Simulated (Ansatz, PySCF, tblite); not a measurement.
Scan of H₂B (cation, charge +1), singlet: symmetric bend, bond length relaxed. Scanned: H-B-H angle. Other coordinates (B-H bond length) were minimised at B3LYP/def2-TZVP.

Methods: RHF/STO-3G = restricted Hartree-Fock/STO-3G (PySCF); GFN2-xTB, 300 K electronic temperature (tblite); CCSDT(Q)/def2-TZVP = Ansatz (a quantum-chemistry and plane-wave program) with CCSDT(Q) on RHF/def2-TZVP, frozen core.

Energies in kcal/mol, each method relative to its own lowest point.

| a / ° | RHF/STO-3G | GFN2-xTB | CCSDT(Q)/def2-TZVP |
|---|---|---|---|
| 180 | 0.0 | 0.0 | 0.0 |
| 169.80 | 0.9 | 0.1 | ? |
| 157.84 | 4.1 | 0.7 | 3.8 |
| 148.53 | 8.3 | 1.6 | 7.6 |
| 137.80 | 15.0 | 3.4 | 13.8 |
| 128.83 | 22.2 | ? | 20.5 |
| 122.02 | 28.8 | 8.1 | 26.5 |
| 112.43 | 39.7 | ? | 36.6 |
| 98.74 | 59.4 | ? | 54.4 |
| 88.51 | 78.0 | 30.8 | 70.5 |
| 82.16 | 91.6 | 38.0 | 82.0 |
| 68.70 | 126.4 | 57.4 | ? |

Problem. What belongs in the gaps?

Solution. 
- 169.80, CCSDT(Q)/def2-TZVP: 0.8
- 128.83, GFN2-xTB: 5.7
- 112.43, GFN2-xTB: 12.5
- 98.74, GFN2-xTB: 21.5
- 68.70, CCSDT(Q)/def2-TZVP: 109.7

The scan ran from 180.0 to 60.0; beyond the range shown the relaxed coordinates jump or full CI changes its symmetry label.
